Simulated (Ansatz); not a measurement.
Ansatz (a quantum-chemistry and plane-wave program) input (B3LYP-D3(BJ)/def2-TZVP):

Ansatz 0.2 input:
```yaml
crystal:
  periodic: [false, false, false]
  atoms:
    - {symbol: Si, position_ang: [-0.04036319, 0.30897992, 0.32116622]}
    - {symbol: F, position_ang: [1.19727528, -0.71425486, 0.33987049]}
    - {symbol: F, position_ang: [-1.25705487, -0.71211170, 0.08416261]}
    - {symbol: H, position_ang: [0.08129318, 1.15323971, -0.83771673]}
basis:
  gaussian:
    orbitals: def2-TZVP
hamiltonian:
  xc: b3lyp
  dispersion: d3bj
magnetization: {spin_polarized: true, initial_magnetization: 1}
relax: {f_tol: 0.002, max_steps: 150}
```

End of the output:

```
integrals: 0.02 GiB planned
617 factors; their error is unknown
0.16 GiB of the device are held for the grids
0.30 GiB of device memory are held for the factors and their scratch space
mean field: 0.39 GiB planned
mean field evaluation 64: about -13332.8605 eV, gradient 6.6e-4 eV
mean field -13332.86052169 eV, -489.9735868346 hartree, gradient 2.2e-5 eV, S^2 0.751915; 1 other end points of the search recorded, 0 dependent functions left out
the calculation of the forces begins
reference -13332.86070682 eV, -489.9735936381 hartree; 17, 16 occupied and 88, 89 virtual orbitals, 617 factors
Total energy: -13332.94013732 eV, -489.9765126552 hartree
Atom 0 at    -0.041204     0.253016     0.329154 Å, force     0.000012    -0.000260    -0.000139 eV/Å
Atom 1 at     1.250300    -0.689530     0.347034 Å, force    -0.000313     0.000059     0.000051 eV/Å
Atom 2 at    -1.310331    -0.687209     0.080178 Å, force     0.000297     0.000059     0.000116 eV/Å
Atom 3 at     0.082386     1.159577    -0.848883 Å, force     0.000004     0.000142    -0.000028 eV/Å
Dipole moment:    -0.002020     0.299562     0.021989 e Å
```

It need not be the lowest isomer of its formula.
